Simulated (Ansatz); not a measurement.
Species: C2H5Br3Si, SMILES `CC[Si](Br)(Br)Br` (C–C–Si–Br torsion 60°) (charge 0, multiplicity 1), formula C$_{2}$H$_{5}$Br$_{3}$Si.

### Question
How many basis functions does frozen-core CCSD(T)/cc-pVDZ // B3LYP-D3(BJ)/def2-SVP in Ansatz (an electronic-structure program) use, how many core orbitals are frozen, and how many electrons are correlated?

### Answer
152 basis functions and 34 frozen orbitals, which leaves 68 correlated electrons (filled d shells below the valence shell are correlated). Core time is of the order of minutes.
